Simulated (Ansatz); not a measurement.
A nudged elastic band was laid between two geometries of BCl2H + FH (6 atoms, charge 0, multiplicity 1).

All numbers below come from RKS PBE0-D4/def2-SVP (Ansatz).

| Item | Value |
| --- | --- |
| movable images | 9 |
| climbing image | yes |
| spring | 5.0 eV/Å² |
| optimiser | quadratic models (default) |
| start path | through a guess of the saddle point |
| force threshold | 0.05 eV/Å |
| iteration limit | 60 |
| end points | relaxed |

First end point:

```xyz
6
Properties=species:S:1:pos:R:3
B -0.004 0.320 -0.093
H -0.005 0.635 1.067
Cl 1.509 0.231 -0.954
Cl -1.518 0.180 -0.945
F 0.040 -1.995 0.860
H 0.083 -1.773 1.756
```

Last end point:

```xyz
6
Properties=species:S:1:pos:R:3
B 0.010 -0.594 -0.698
H 0.027 0.184 2.308
Cl 1.515 0.232 -1.001
Cl -1.525 0.185 -0.966
F 0.034 -1.833 -0.268
H 0.044 -0.577 2.315
```

What changes between the two ends?

Bonds broken: B1–H2, F5–H6. Bonds formed: B1–F5, H2–H6. BCl2H + FH becomes BCl2F + H2.

What energy profile does the band end with?

It converged. The highest image is number 4 of 0 to 10, 64.5 kJ/mol above the first end and 183.6 kJ/mol above the last; the last end lies 119.1 kJ/mol below the first. A vibrational analysis at the climbing image gives one clearly imaginary mode, 1155i cm⁻¹: a first-order saddle point. The orbitals stay closed-shell, which can raise the energy where a bond breaks towards radicals; this wasn't checked here.

| image | path coordinate (Å) | energy (kJ/mol) | B1–H2 (Å) | F5–H6 (Å) | B1–F5 (Å) |
| --- | --- | --- | --- | --- | --- |
| 0 | 0.00 | 0.0 | 1.20 | 0.92 | 2.50 |
| 1 | 0.35 | 1.2 | 1.20 | 0.92 | 2.43 |
| 2 | 0.69 | 8.0 | 1.21 | 0.93 | 2.19 |
| 3 | 1.04 | 31.2 | 1.24 | 0.96 | 1.87 |
| 4 | 1.39 | 64.5 | 1.32 | 1.15 | 1.61 |
| 5 | 1.74 | 0.8 | 1.50 | 1.49 | 1.43 |
| 6 | 2.09 | -69.8 | 1.81 | 1.85 | 1.34 |
| 7 | 2.45 | -101.4 | 2.16 | 2.16 | 1.32 |
| 8 | 2.80 | -114.0 | 2.49 | 2.45 | 1.31 |
| 9 | 3.15 | -118.2 | 2.83 | 2.75 | 1.31 |
| 10 | 3.50 | -119.1 | 3.10 | 2.87 | 1.31 |

What is the geometry of the highest image?


```xyz
6
Properties=species:S:1:pos:R:3
B 0.013 -0.233 0.025
H 0.015 0.190 1.280
Cl 1.534 0.159 -0.777
Cl -1.532 0.107 -0.755
F 0.042 -1.741 0.578
H 0.033 -0.885 1.340
```

What are the harmonic wavenumbers there?

1155i, 250, 265, 378, 702, 707, 880, 942, 1166, 1383, 2013, 2266 cm⁻¹.

Time of the run: 9.3 min on 1 thread of Arm Neoverse V1 (shared host), peak memory 0.14 GiB.
